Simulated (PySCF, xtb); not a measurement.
H₄N₂Si, SMILES N[Si]N (connectivity only; charge and spin as stated), neutral, multiplicity 1.

GFN2-xTB (xtb 6.7.1) at its own geometry gives an orbital gap of 3.59 eV and a dipole moment of 1.37 D.

The structure is a stationary point at B3LYP-D3(BJ)/def2-TZVP. Other conformers were not sampled.

**Question.** What does PBE0/def2-TZVPD (PySCF) give? (An estimate is asked for; the answer gives what the named calculation found.)

**Answer.** gap 6.00 eV (levels -6.44 and -0.44 eV), dipole 2.19 D.
